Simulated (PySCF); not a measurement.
CH9HfN3, SMILES [NH2][Hf]([NH2])([NH2])[CH3], multiplicity 1.

Geometry optimised at PBE0-D3(BJ)/def2-SVP. The multiplicity is an assumed one; other spin states were not compared. The def2 effective core potentials stand for the cores of Hf; spin–orbit coupling is left out. One conformer was computed; it need not be the lowest.

The numbers are results of PySCF with PBE/def2-TZVP, not measurements.

The molecule is in vacuum.

| Quantity | Value |
|---|---|
| total energy | -255.76614 hartree |
| point group | C3 |
| highest occupied level | -5.43 eV |
| lowest empty level | -0.58 eV |
| orbital gap | 4.84 eV |
| dipole moment | 1.33 D |
| quadrupole, principal values (traceless, Buckingham form, about the centre of nuclear charge) | -9.97, 4.99, 4.99 D·Å |
| mean static polarisability | 82.5 bohr³ (12.23 Å³) |
| polarisability, principal values | 81.0, 81.0, 85.6 bohr³ |
